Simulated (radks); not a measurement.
Question: Excited configurations of Tm2+: one electron is placed in a higher orbital outside [Xe] 4f12. The ground configuration is [Xe] 4f13. Method: Dirac Kohn-Sham, PBE, spin-unpolarised, spherical densities, point nucleus; open shells fill j = l - 1/2 first; computed with a radial shooting solver on a logarithmic mesh with Libxc functionals. Excitation = E - E(ground); binding = E(ion) - E, where the ion is the core of charge +3; n* = 3/sqrt(2 binding) in atomic units, and the quantum defect is n - n*.

| outer orbital | excitation (eV) | binding (eV) | n* | quantum defect | eigenvalue (eV) | <r> (bohr) |
|---|---|---|---|---|---|---|
| 5d3/2 | 5.542 | 20.209 | 2.462 | 2.538 | -15.310 | 2.261 |
| 5f5/2 | 17.857 | 7.894 | 3.938 | 1.062 | -6.255 | 5.717 |
| 6s1/2 | 5.169 | 20.582 | 2.439 | 3.561 | -17.177 | 3.132 |
| 6p1/2 | 9.728 | 16.022 | 2.765 | 3.235 | -13.245 | 3.696 |
| 6f5/2 | 20.466 | 5.285 | 4.813 | 1.187 | -4.369 | 9.796 |
| 7s1/2 | 15.335 | 10.416 | 3.429 | 3.571 | -8.935 | 6.076 |
| 7p1/2 | 16.999 | 8.752 | 3.741 | 3.259 | -7.455 | 6.937 |
| 7f5/2 | 22.021 | 3.730 | 5.730 | 1.270 | -3.167 | 14.87 |

Estimate the row for 6d3/2.

Answer: excitation (eV) 15.998; binding (eV) 9.753; n* 3.543; quantum defect 2.457; eigenvalue (eV) -8.097; <r> (bohr) 5.516. The Delta-SCF ionisation energy is 25.751 eV (NIST Atomic Spectra Database: 23.66 eV, semi-empirical). Self-interaction in the functional shifts the binding energies and quantum defects, so they are the method's values and not measured ones. Spin polarisation and multiplet splitting are left out, so open shells lie too high by an amount that depends on their filling.

Beside tabulated values, note that spin-unpolarised runs miss the spin-polarisation part of the exchange energy of open shells.
